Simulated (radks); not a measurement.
Numerical settings for the technetium ion Tc+, [Kr] 4d5 5s1. Calculated with a radial shooting solver on a logarithmic mesh with Libxc functionals: Dirac Kohn-Sham, PBE, spin-unpolarised, spherical densities, point nucleus; open shells fill j = l - 1/2 first. The defaults (mesh step 0.008 in ln r, mesh end at 40 bohr or more with all orbitals vanishing there, Anderson mixing 0.5 over 9 steps, residual threshold near 1e-9 with the energy settled to 1e-9 hartree or 1e-11 of itself, here a cap of 79 iterations) give E = -4285.9929 hartree and 5s1/2 at -11.370 eV in 14 iterations. Times are rough (one thread of a shared host). Changes against that run (0 stands for a change within the tolerance of the run):

setting                    iterations         converged  E (mhartree)  e(5s1/2) (meV)  CPU (s)
mesh step in ln r 0.2               2                no      diverged               -     0.03
mesh step in ln r 0.003            14               yes             0               0     0.43
mesh step in ln r 0.012            14               yes             0               0     0.11
mesh end (bohr) 20                 14               yes             0               0     0.14
mesh end (bohr) 2                  14  level above zero     +1.09e+04       +1.33e+05     0.11
residual threshold 0.1              9               yes             0          +0.183     0.12
residual threshold 1e-05           10               yes             0         +0.0263     0.13
mixing 0.2                         17               yes             0               0     0.22
linear mixing, mixing 0.8          72               yes             0               0     0.74
linear mixing, mixing 0.5          30               yes             0               0     0.27
mixing history 20                  19               yes             0               0     0.21
iteration cap 5                     5                no       +0.0255           +12.6     0.08

Settled on a wrong energy, with an occupied level pushed above zero by the early mesh end: mesh end (bohr) 2 (+10.9 hartree). Apart from these: no run marked as converged misses the energy by more than 1 mhartree. A mesh that ends early acts as a hard wall.
